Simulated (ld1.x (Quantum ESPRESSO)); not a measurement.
# What the settings do to the PAW potential of vanadium

Base potential:

| Quantity | Value |
| --- | --- |
| Element | vanadium (V) |
| Generator | ld1.x (Quantum ESPRESSO) 7.5 |
| Type | PAW |
| Functional | PBEsol |
| Relativity | non-relativistic |
| Frozen core | [Ne] |
| Valence charge | 13 |
| Reference configuration | 3s2 3p6 3d3 4s0.5 4p0 (charge +1.5) |
| Partial waves | 3s (bound): rcut 1.35, rcutus 1.85 bohr; 4s (bound): rcut 1.35, rcutus 1.85 bohr; 3p (bound): rcut 1.35, rcutus 1.50 bohr; 4p (bound, empty): rcut 1.35, rcutus 1.50 bohr; 3d (bound): rcut 1.25, rcutus 1.65 bohr; 3d channel at 4 Ry: rcut 1.25, rcutus 1.65 bohr |
| Local potential | all-electron potential smoothed inside 1.50 bohr (lloc = -2) |
| Core correction | Bessel-smoothed model core inside 1.50 bohr |
| Augmentation charge | BESSEL, radius 0.95 bohr |

All-electron outer shells of the reference configuration (PBEsol, non-relativistic, ld1.x):

```json
{"shell": "2p", "level (eV)": "-513.39", "outermost node (bohr)": "–", "outermost maximum (bohr)": "0.21"}
{"shell": "3s", "level (eV)": "-80.82", "outermost node (bohr)": "0.38", "outermost maximum (bohr)": "0.83"}
{"shell": "3p", "level (eV)": "-55.68", "outermost node (bohr)": "0.35", "outermost maximum (bohr)": "0.85"}
{"shell": "3d", "level (eV)": "-16.98", "outermost node (bohr)": "–", "outermost maximum (bohr)": "0.88"}
{"shell": "4s", "level (eV)": "-14.06", "outermost node (bohr)": "1.17", "outermost maximum (bohr)": "2.56"}
{"shell": "4p", "level (eV)": "-9.71", "outermost node (bohr)": "1.28", "outermost maximum (bohr)": "3.05"}
```

Cutoffs, loose and tight: the cutoffs (Ry, on a coarse ladder) from which the occupation-weighted sum of valence levels, in a spherical-Bessel basis at the reference potential, stays within 10 and 1 mRy of its value at 400 Ry. They do not see the model core or the augmentation charge, which bear on the density cutoff. Test errors are all-electron minus pseudo excitation energies from the reference, over the configurations 3s2 3p6 3d3 4s2 4p0; 3s2 3p6 3d3 4s1 4p0; 3s2 3p6 3d3 4s0 4p0; 3s2 3p6 3d3.5 4s1.5 4p0; 3s2 3p6 3d2 4s2 4p1; 3s2 3p6 3d2 4s0 4p0; 3s2 3p6 3d2 4s2 4p0. A dash means not determined; rows that change the core or the reference have their own tests. The largest error is taken over the tests solved by every variant that gives reliable tests at all: 3s2 3p6 3d3 4s0 4p0; 3s2 3p6 3d3 4s1 4p0; 3s2 3p6 3d3 4s2 4p0.

Cutoffs are not given where the Bessel-basis levels miss the radial ones by over 6 mRy, ghosts where they miss by over 20 mRy; a channel whose overlap is not positive is not tested.

On the changes marked as counting shells twice: ld1.x takes every shell without a wave as core, so the model core holds the marked electrons as well and exchange and correlation see them twice. This cancels in the reference configuration, but the file is broken for other ones, and its errors say nothing about a proper core correction.

```tsv
change	outcome	cutoff, loose	cutoff, tight	bound ghosts	largest test error (meV)
base	generated	40 Ry	70 Ry	none	+0.4
local potential all-electron potential smoothed inside 1.88 bohr (lloc = -2)	generated	40 Ry	70 Ry	none	+0.4
core correction Bessel-smoothed model core inside 1.28 bohr	generated	40 Ry	70 Ry	none	+0.4
functional BLYP	generated	40 Ry	70 Ry	none	+0.3
waves 3p (bound): rcut 1.35, rcutus 1.56 bohr; 4p (bound): rcut 1.35, rcutus 1.56 bohr	generated	40 Ry	70 Ry	none	+0.5
waves 3s (bound): rcut 1.18, rcutus 1.26 bohr; 4s (bound): rcut 1.18, rcutus 1.26 bohr	generated	40 Ry	70 Ry	none	-0.1
type TM; waves now 3s (bound): rc 1.85 bohr; 3p (bound): rc 1.50 bohr; 3d (bound): rc 1.65 bohr; local potential all-electron potential smoothed inside 1.40 bohr (lloc = -1) (4s counted twice)	generated, misses its reference levels by 0.39 eV	80 Ry	100 Ry	none	-257
augmentation BESSEL, radius 1.25 bohr	generated	40 Ry	70 Ry	none	-0.1
wave 3d channel at 4 Ry: rcut 1.25, rcutus 1.65 bohr becomes 3d channel at 2.82 Ry: rcut 1.25, rcutus 1.65 bohr	generated	40 Ry	70 Ry	none	+0.4
```

What comes out with this change to the base: local potential all-electron potential smoothed inside 1.20 bohr (lloc = -1)?

outcome: generated, overlap not positive; bound ghosts: not determined (overlap not positive); largest test error (meV): +2.0. A file whose overlap is not positive is unfit for use, and its test errors describe a broken file.

What comes out with this change to the base: fully relativistic?

outcome: generated; bound ghosts: not determined; largest test error (meV): +0.4.

What comes out with this change to the base: all radii but the core radius scaled by about 1.17 (s 2.16, p 1.76, d 1.92 bohr, rcut 1.58/1.58/1.46); local potential all-electron potential smoothed inside 1.76 bohr (lloc = -2); augmentation BESSEL, radius 1.12 bohr?

outcome: generated; cutoff, loose: 30 Ry; cutoff, tight: 45 Ry; bound ghosts: none; largest test error (meV): -0.4.
